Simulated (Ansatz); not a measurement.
`C[CH](C)[Zn][NH2]` and `C[CH](C)[Cd][NH2]` differ in one element.

Ansatz, PBE0-D4/def2-TZVP geometries, multiplicity 1. Each molecule was computed in one conformer, which needn't be the lowest.

Elements past krypton have def2 core potentials. Scalar relativity is left out up to krypton.

| property | `C[CH](C)[Zn][NH2]` |
| --- | --- |
| LUMO energy (PBE/def2-TZVPP) / eV | -0.76 |
| HOMO energy (ωB97M-V/def2-TZVPP) / eV | -8.88 |
| HOMO–LUMO gap (B3LYP/def2-TZVPP) / eV | 6.00 |
| HOMO–LUMO gap (PBE0/def2-TZVPP) / eV | 6.52 |
| LUMO energy (B3LYP/def2-TZVPP) / eV | -0.30 |
| HOMO energy (PBE0/def2-TZVPP) / eV | -6.52 |

Q: What does the change do to each property? (Best estimate.)

A: Computed: 
```json
{"property": "LUMO energy (PBE/def2-TZVPP) / eV", "`C[CH](C)[Cd][NH2]`": "-0.97", "shift": "-0.21"}
{"property": "HOMO energy (ωB97M-V/def2-TZVPP) / eV", "`C[CH](C)[Cd][NH2]`": "-8.56", "shift": "0.32"}
{"property": "HOMO–LUMO gap (B3LYP/def2-TZVPP) / eV", "`C[CH](C)[Cd][NH2]`": "5.59", "shift": "-0.41"}
{"property": "HOMO–LUMO gap (PBE0/def2-TZVPP) / eV", "`C[CH](C)[Cd][NH2]`": "6.10", "shift": "-0.42"}
{"property": "LUMO energy (B3LYP/def2-TZVPP) / eV", "`C[CH](C)[Cd][NH2]`": "-0.50", "shift": "-0.20"}
{"property": "HOMO energy (PBE0/def2-TZVPP) / eV", "`C[CH](C)[Cd][NH2]`": "-6.31", "shift": "0.21"}
```

With PBE0 the HOMO rises by 0.21 eV and the LUMO falls by 0.20 eV, so the gap narrows by about 0.41 eV. PBE moves the HOMO by 0.14 eV and ωB97M-V by 0.32 eV.

Positive LUMOs are unbound, so they and the gaps depend on the basis.

B3LYP here is the variant with VWN-RPA as its local correlation; programs differ in this.
